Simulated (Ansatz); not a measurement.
A run for Ansatz (a first-principles code): R-BLYP/def2-TZVPP on H2SSe2 (SMILES S[Se][SeH]), a point of a torsion scan.

Ansatz 0.2 input:
```yaml
crystal:
  periodic: [false, false, false]
  atoms:
    - {symbol: S, position_ang: [1.73470851, 0.22621045, -0.09841902]}
    - {symbol: Se, position_ang: [0.17315962, -1.25279433, -0.47272296]}
    - {symbol: Se, position_ang: [-1.50569867, -0.73954276, 1.05161601]}
    - {symbol: H, position_ang: [1.31083222, 1.14384955, -0.97405579]}
    - {symbol: H, position_ang: [-1.76194302, 0.61105046, 0.56918665]}
basis:
  gaussian:
    orbitals: def2-TZVPP
hamiltonian:
  xc: {name: BLYP}
scf: {lower_state_search: off}
```

The log:

```
WARN ansatz: RAYON_NUM_THREADS=1 ignored (pool sized by the plan → 1); use --threads N
Functional definition: BLYP
these checks for a lower state are left out or cut short: stability, starts, cluster_reference, orbital_swaps, neighbouring_geometries, increment
integrals: 0.10 GiB planned
1176 factors; their error is unknown
mean field: 0.59 GiB planned
mean field evaluation 1: about -141569.1986 eV, gradient 2.4e1 eV
mean field evaluation 2: about -141567.7677 eV, gradient 3.2e1 eV
mean field evaluation 4: about -141570.2820 eV, gradient 2.2e0 eV
mean field evaluation 8: about -141570.2341 eV, gradient 2.3e-1 eV
mean field evaluation 16: about -141570.2342 eV, gradient 1.8e-5 eV
mean field -141570.23421508 eV, -5202.6101476528 hartree, gradient 3.6e-6 eV, S^2 0.000000; 0 other end points of the search recorded, 0 dependent functions left out
reference -141570.23451687 eV, -5202.6101587437 hartree; 43, 43 occupied and 123, 123 virtual orbitals, 1176 factors
Total energy: -141570.23451687 eV, -5202.6101587437 hartree
Checks for a lower state left out: stability, starts, cluster_reference, orbital_swaps, neighbouring_geometries, increment
```

The run converged.

Cost: about 1.6 core-seconds (a rough figure).
